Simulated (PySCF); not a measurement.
## InH₂ at several levels of theory

All levels use the PBE0 minimum (doublet; In–H 1.758 Å (×2); H–In–H 120.7°), basis [In def2-TZVP with ECP28, H def2-TZVP], scalar-relativistic core potentials, density fitting, no spin–orbit coupling, PySCF. For vertical energies the ionised species is a singlet (spins chosen at PBE0 and kept) and the electron-attached one a singlet. Atomisation goes to high-spin ground-configuration atoms, without zero-point energy. Open shells are unrestricted, also as the reference of the correlated levels. A dash marks a value that was not computed or is not defined at that level.

| level | atomisation (kJ/mol) | vertical IP (eV) | vertical EA (eV) | −ε(HOMO) (eV) | dipole (D) |
| --- | --- | --- | --- | --- | --- |
| PBE0 | 403 | 7.65 | 0.82 | 5.43 | 0.42 |
| CCSD(T) | 392 | 7.49 | 0.80 | – | – |
| HF | 304 | 7.26 | -0.10 | 7.75 | 0.52 |
| PBE | 399 | 7.59 | 0.87 | 4.49 | 0.38 |
| r2SCAN | 423 | 7.76 | 0.79 | 4.82 | 0.42 |
| B3LYP | 410 | 7.73 | 0.96 | 5.24 | 0.48 |
| TPSSh | 438 | 7.63 | 0.81 | 4.96 | 0.45 |
| MP2 | 358 | 7.55 | 0.75 | – | – |
| CAM-B3LYP | 420 | 7.77 | 0.91 | 6.60 | 0.47 |
| LDA | 471 | 7.71 | 1.07 | 4.55 | 0.31 |

For InH₂ itself CCSD(T) correlates 15 electrons; T1 = 0.019, D1 = 0.069, (T) = -17 kJ/mol.

Which levels differ least and most from CCSD(T) in the atomisation?

Least: PBE (+7 kJ/mol); most: HF (-88 kJ/mol). CCSD(T) atomisation energies in a triple-zeta basis lie tens of kJ/mol low, so this is no ranking by accuracy.

Without diffuse functions attachment energies tend to come out too low.

With an element this heavy the missing spin–orbit coupling can shift these numbers.
